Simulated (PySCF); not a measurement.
Compound: CH7GeN.
SMILES with atom numbers: `[CH3:1][GeH2:2][NH2:3]` (hydrogens: H4, H5, H6 on C1; H7, H8 on Ge2; H9, H10 on N3)

Computed by this run: PBE0-D3(BJ)/def2-SVP geometry optimisation, gas phase in PySCF; density fitting, grid level 1; the optimiser is geomeTRIC in internal coordinates, started from a GFN2-xTB structure with every atom displaced at random (about 0.01 Å).

Step 0: E = -59140.3951 eV
```
atom  x, y, z in Å  |  force x, y, z in eV/Å
C1     -1.2952   -0.2136    0.3926    0.061   1.339  -0.573
Ge2     0.3752    0.6885   -0.0526   -0.389  -0.236  -0.028
N3      1.6825   -0.5257    0.2075    1.306   0.536   0.634
H4     -2.1163    0.5079    0.3241   -0.177   0.126  -0.004
H5     -1.2796   -0.5954    1.3884    0.156  -0.459   1.112
H6     -1.5181   -1.0064   -0.2953   -0.079  -0.757  -0.627
H7      0.7287    1.8222    0.8771   -0.025   0.506   0.449
H8      0.3659    1.2739   -1.4629   -0.198   0.120  -0.458
H9      1.5888   -1.4126   -0.2205   -0.243  -1.140  -0.595
H10     2.6482   -0.2122    0.0694   -0.412  -0.036   0.089
```

Step 1: E = -59140.4734 eV
```
atom  x, y, z in Å  |  force x, y, z in eV/Å
C1     -1.3105   -0.1791    0.3822   -0.033  -0.334   0.099
Ge2     0.4020    0.6553   -0.0047    0.135   0.145   0.062
N3      1.7895   -0.5568    0.2899   -0.640   0.017  -0.172
H4     -2.1223    0.5553    0.2899    0.001   0.065  -0.011
H5     -1.3295   -0.5917    1.4070    0.033   0.063  -0.164
H6     -1.5135   -0.9985   -0.3301    0.030   0.092   0.105
H7      0.6538    1.8487    0.9573    0.001  -0.142  -0.115
H8      0.3559    1.2263   -1.4600    0.051  -0.103   0.137
H9      1.6228   -1.4507   -0.1786   -0.030   0.132   0.088
H10     2.6320   -0.1824   -0.1251    0.453   0.067  -0.030
```

Q: Estimate the geometry and energy of step 2. (The exact step hangs on the optimiser's Hessian estimate; all steps are aligned on step 1, rigid shifts and turns removed.)

A: E = -59140.4950 eV, largest force 0.196 eV/Å
```
atom  x, y, z in Å  |  force x, y, z in eV/Å
C1     -1.3049   -0.1862    0.3829   -0.012  -0.073   0.018
Ge2     0.3962    0.6715   -0.0120    0.094  -0.003   0.034
N3      1.7639   -0.5458    0.2736   -0.068   0.077  -0.167
H4     -2.1217    0.5453    0.2966    0.002   0.002   0.001
H5     -1.3084   -0.5975    1.4031    0.023   0.018  -0.013
H6     -1.5037   -1.0051   -0.3251    0.008   0.013   0.008
H7      0.6577    1.8515    0.9458   -0.003   0.007  -0.002
H8      0.3626    1.2317   -1.4601   -0.012  -0.012  -0.012
H9      1.5867   -1.4395   -0.1845    0.011   0.047   0.023
H10     2.6517   -0.1995   -0.0924   -0.042  -0.077   0.109
```

The energy changes by -0.0216 eV. The first-order estimate −F·Δx gives -0.0327 eV and the mean of the old and new forces, exact on a quadratic surface, -0.0210 eV. The step makes an angle of 64° with the force vector and moves no atom by more than 0.042 Å.

What follows is the cost of the whole optimisation. Hardware: an Arm Neoverse V2 with one thread, on a shared host. Cost: 31 s, 0.40 GiB resident at most.
